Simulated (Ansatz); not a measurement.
Frontier orbitals of `[CH3][Ge]([CH3])([CH3])[Br]`.

```xyz
14

C    -0.367    1.190    1.404
Ge   -0.278   -0.227    0.074
C    -0.579    0.427   -1.734
C     1.347   -1.288    0.223
Br   -2.050   -1.679    0.547
H    -1.322    1.712    1.334
H     0.440    1.907    1.239
H    -0.268    0.772    2.406
H    -1.533    0.950   -1.790
H    -0.593   -0.406   -2.437
H     0.220    1.116   -2.018
H     2.219   -0.665    0.010
H     1.322   -2.115   -0.487
H     1.440   -1.693    1.231
```

Charge 0, multiplicity 1. Correlated methods include outer-core shells of Br, Ge, which these sets cover unevenly. Scalar relativity is left out up to krypton. Geometry: relaxed with PBE0-D4/def2-TZVP. Basis def2-TZVPP, Ansatz 0.2.0.

```tsv
functional	HOMO (eV)	LUMO (eV)	gap (eV)
PBE	-6.48	-0.47	6.01
r2SCAN	-6.79	-0.16	6.63
PBE0	-7.73	0.48	8.21
r2SCAN0	-7.94	0.65	8.59
CAM-B3LYP	-9.05	1.49	10.54
LC-ωPBE	-10.44	2.71	13.15
ωB97M-V	-9.95	2.15	12.10
```

(1) What is the vertical ionisation energy at frozen-core CCSD(T)/def2-TZVPP? (Estimate.)

## Answers

(1) Ansatz gave: 9.99 eV (T1 of the cation 0.024).

Against PBE, PBE0 changes HOMO and LUMO by −1.26 and +0.95 eV, ωB97M-V by −3.48 and +2.62 eV. A gap of 6.00 eV thus becomes 12.10 eV for the same molecule, so an orbital gap means little without its functional. A positive LUMO is unbound and depends on the basis. −ε(HOMO) differs from that ionisation energy by −3.52 eV with PBE and −0.04 eV with ωB97M-V.

LC-ωPBE has ω = 0.4 bohr⁻¹.
